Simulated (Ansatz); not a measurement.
Stepwise substitution at one centre (B CH3-H). Gas-phase values, no solvent. Strings in code marks are SMILES.

Quantity: vertical ionisation energy (energy after one electron is removed minus that of the parent at the parent's geometry), in eV.

Case: `BC`. Geometry of `CB` (neutral, multiplicity 1, Å):

```xyz
7

B      0.8785     0.0717    -0.0321
C     -0.6655    -0.0710    -0.0596
H      1.4022     1.1473    -0.1759
H      1.5836    -0.8767     0.2028
H     -1.0461    -1.0738    -0.2979
H     -0.9505     0.1095     1.0016
H     -1.2022     0.6931    -0.6388
```

Q: Estimate the vertical ionisation energy (energy after one electron is removed minus that of the parent at the parent's geometry) that frozen-core CCSD(T)/cc-pVTZ // PBE-D3(BJ)/def2-TZVP (Ansatz, a program for electronic structure) returns for this input.

A: 12.07 eV.
